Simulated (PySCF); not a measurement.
barium atom (Ba), singlet (core potentials on Ba); PBE0/def2-SVPD, TDA run with PySCF.

Input for PySCF:
```python
from pyscf import gto, scf, dft, tdscf

mol = gto.Mole()
mol.atom = '''
    Ba    0.00000000    0.00000000    0.00000000
'''
mol.basis = 'def2-svpd'
mol.ecp = {'Ba': 'def2-svpd'}
mol.verbose = 3
mol.build()

mf = dft.RKS(mol)
mf.xc = 'pbe0'
mf.kernel()
td = mf.TDA()
td.nstates = 15
td.kernel()
td.analyze(verbose=3)
```

The log (banner, timings and long lists left out):

```
converged SCF energy = -25.4202748471033
Excitation energies (eV)
[1.4027769  1.4027769  1.4027769  1.4027769  1.4027769  2.5369296
 2.5369296  2.5369296  3.86702747 4.13402235 4.13402235 4.13402235
 4.62130498 4.62130498 4.62130498]

** Singlet excitation energies and oscillator strengths **
Excited State   1:      1.40278 eV    883.85 nm  f=0.0000
Excited State   2:      1.40278 eV    883.85 nm  f=0.0000
Excited State   3:      1.40278 eV    883.85 nm  f=0.0000
Excited State   4:      1.40278 eV    883.85 nm  f=0.0000
Excited State   5:      1.40278 eV    883.85 nm  f=0.0000
Excited State   6:      2.53693 eV    488.72 nm  f=0.8915
Excited State   7:      2.53693 eV    488.72 nm  f=0.8915
Excited State   8:      2.53693 eV    488.72 nm  f=0.8915
Excited State   9:      3.86703 eV    320.62 nm  f=0.0000
Excited State  10:      4.13402 eV    299.91 nm  f=0.1336
Excited State  11:      4.13402 eV    299.91 nm  f=0.1336
Excited State  12:      4.13402 eV    299.91 nm  f=0.1336
Excited State  13:      4.62130 eV    268.29 nm  f=0.0000
Excited State  14:      4.62130 eV    268.29 nm  f=0.0000
Excited State  15:      4.62130 eV    268.29 nm  f=0.0000
```
